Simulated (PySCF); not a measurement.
Ionisation energy of Se⁺ by level of theory

Se⁺ [Ar] 3d10 4s2 4p3 (4S) → Se²⁺ [Ar] 3d10 4s2 4p2 (3P), as a difference of total energies. All numbers are calculated (PySCF 2.14, the non-relativistic Hamiltonian (point nucleus), in 6-31G*). Correlated levels: valence: [Ar] 3d10 frozen. The calculations carry no spin-orbit coupling.

| method | ionisation energy (eV) |
| --- | --- |
| UHF | 20.889 |
| M06-2X | 21.349 |
| BP86 | 21.487 |
| CCSD (valence) | 21.160 |
| CCSD(T) (valence) | 21.163 |

Question: Estimate what MP2 (valence) gives.

Answer: 21.221 eV, closest to CCSD(T) (valence) among the rows shown.

Question: Estimate what SCS-MP2 (valence) gives.

Answer: 21.103 eV, closest to CCSD (valence) among the rows shown.

These non-relativistic numbers lack the scalar-relativistic shift.

The reference lies between the lowest fine-structure levels, while these numbers refer to the centres of the terms.

Errors of the correlated levels include the incompleteness of this basis and the frozen core.

For comparison: 21.196 ± 0.01 eV (measured; NIST Atomic Spectra Database, ionization energies).
